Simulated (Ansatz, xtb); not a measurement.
## H9OPSi3: which of two isomers lies lower

We compare X, `[SiH3]O[Si@H]([SiH3])P`, a singlet, with Y, `[SiH3]O[SiH2][SiH2]P`, a singlet. Both are isolated molecules in the gas phase, relaxed with r2SCAN-D4/def2-SVP; each stands in its lowest conformer found.

Quicker runs give these differences E(Y) − E(X): GFN2-xTB −6.84 kJ/mol; HF/STO-3G +9.76 kJ/mol (at GFN2-xTB geometries); r2SCAN-D4/def2-SVP//GFN2-xTB +2.54 kJ/mol.

Problem. Estimate E(Y) − E(X) at the level CCSD(T)/def2-SVP + ΔMP2/def2-TZVPP.

Solution. Too close to call at this level: CCSD(T)/def2-SVP + ΔMP2/def2-TZVPP gives E(Y) − E(X) = +1.30 kJ/mol.

How the difference moves with the method:

```tsv
level	geometry	E(Y) − E(X) (kJ/mol)	departure from the last row (kJ/mol)	job, with rough time for the two
GFN2-xTB	GFN2-xTB	−6.84	−8.14	optimisation, 0.38 s
HF/STO-3G	GFN2-xTB	+9.76	+8.45	single point, 0.36 s
r2SCAN-D4/def2-SVP//GFN2-xTB	GFN2-xTB	+2.54	+1.23	single point, 3.9 s
r2SCAN-D4/def2-SVP	r2SCAN-D4/def2-SVP	+1.32	+0.02	optimisation, 4.1 min
HF/def2-SVP	r2SCAN-D4/def2-SVP	−1.01	−2.31	part of the CCSD(T) run
MP2/def2-SVP	r2SCAN-D4/def2-SVP	+0.32	−0.99	part of the CCSD(T) run
CCSD(T)/def2-SVP	r2SCAN-D4/def2-SVP	+0.37	−0.93	single point
CCSD(T)/def2-SVP + ΔMP2/def2-TZVPP	r2SCAN-D4/def2-SVP	+1.30		single point, 35 s
```

As drawn, both hold the same kinds of bond in the same numbers.

The largest departure from CCSD(T)/def2-SVP + ΔMP2/def2-TZVPP is that of HF/STO-3G, 8.45 kJ/mol. The last row adds to CCSD(T) the change of the MP2 difference between the two basis sets, here +0.93 kJ/mol.

With thermal terms from frequencies at re-optimised GFN2-xTB minima (ideal gas, soft modes damped towards free rotors, one conformer each, 298.15 K, 1 atm): the zero-point term adds +0.96 kJ/mol; ΔH is +1.32 and ΔG +3.36 kJ/mol.

The correlated steps freeze 21 core orbitals. Mirror images aren't counted in ΔG. Run with Ansatz 0.2.0, xtb 6.7.1; the last row on 4 threads of Arm Neoverse V1 on a shared host.
